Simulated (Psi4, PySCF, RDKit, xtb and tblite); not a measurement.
Internal rotation in SMILES Nc1cccc[c]1[GeH3], singlet. Scanned: dihedral H9–N1–C2–C3; all other coordinates were relaxed at GFN2-xTB. Heavy atoms are numbered in the order of the SMILES Nc1cccc[c]1[GeH3], hydrogens after them in the order of the atoms that carry them; the mirror image has the same energies with the sign of each dihedral reversed.

Levels of theory: RKS-B3LYP/LANL2DZ = PySCF with restricted B3LYP/LANL2DZ, with its core potentials past Ne // GFN2-xTB; UFF // GFN2-xTB (RDKit); GFN2-xTB (xtb and tblite); PBE-D3(BJ)/def2-SVP // GFN2-xTB (Psi4).

Energies relative to the lowest point of each profile, in kJ/mol; the last columns give the difference from PBE-D3(BJ):

| φ / ° | RKS-B3LYP/LANL2DZ | UFF | GFN2-xTB | PBE-D3(BJ)/def2-SVP | RKS-B3LYP/LANL2DZ − PBE-D3(BJ)/def2-SVP | UFF − PBE-D3(BJ)/def2-SVP | GFN2-xTB − PBE-D3(BJ)/def2-SVP |
|---|---|---|---|---|---|---|---|
| -150 | 6.4 | 12.0 | 0.0 | 0.1 | 6.3 | 11.9 | -0.1 |
| -120 | 16.6 | 29.1 | 5.0 | 6.7 | 9.9 | 22.4 | -1.7 |
| -90 | 28.4 | 61.6 | 12.6 | 19.3 | 9.1 | 42.3 | -6.7 |
| -60 | 19.3 | 31.5 | 10.3 | 9.5 | 9.9 | 22.1 | 0.9 |
| -30 | 7.7 | 15.3 | 0.8 | 1.0 | 6.7 | 14.4 | -0.2 |
| 0 | 4.6 | 5.6 | 2.2 | 2.1 | 2.5 | 3.5 | 0.1 |
| 30 | 24.4 | 50.6 | 12.4 | 18.6 | 5.8 | 32.0 | -6.2 |
| 60 | 32.4 | 79.6 | 16.9 | 26.6 | 5.8 | 53.0 | -9.7 |
| 90 | 28.4 | 61.6 | 12.6 | 19.3 | 9.1 | 42.3 | -6.7 |
| 120 | 16.6 | 29.1 | 5.0 | 6.7 | 9.9 | 22.4 | -1.7 |
| 150 | 6.4 | 12.0 | 0.0 | 0.0 | 6.4 | 12.0 | 0.0 |
| 180 | 0.0 | 0.0 | 2.5 | 2.0 | -2.0 | -2.0 | 0.5 |

RKS-B3LYP/LANL2DZ is furthest from PBE-D3(BJ)/def2-SVP at 120 (9.9 kJ/mol, above); its mean absolute difference over the points is 6.9 kJ/mol.

UFF is furthest from PBE-D3(BJ)/def2-SVP at 60 (53.0 kJ/mol, above); its mean absolute difference over the points is 23.4 kJ/mol.

GFN2-xTB is furthest from PBE-D3(BJ)/def2-SVP at 60 (-9.7 kJ/mol, below); its mean absolute difference over the points is 2.9 kJ/mol.
